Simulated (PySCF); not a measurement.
1-fluorobuta-1,2-diene (C4H5F), SMILES CC=C=CF.

Geometry: PBE0-D3(BJ)/def2-SVP.

Two levels are set side by side: PBE/def2-TZVP (PySCF) and PBE0/def2-TZVP (PySCF). Same geometry, gas phase. Differences are taken from unrounded values.

```tsv
quantity	PBE0	PBE	PBE minus PBE0
orbital gap (eV)	6.95	4.67	-2.28
highest occupied level (eV)	-7.28	-6.02	1.26
lowest empty level (eV)	-0.33	-1.35	-1.02
dipole moment (D)	2.07	1.95	-0.12
mean polarisability (bohr³)	51.9	53.3	1.5
```

Without exact exchange PBE keeps part of each electron's self-repulsion, which lifts occupied levels and narrows the gap. Differences between two approximate levels are no errors against the true value.

Rough cost on one machine, each run with all the roots and properties that it gave: PBE0 against PBE within a factor of 2.
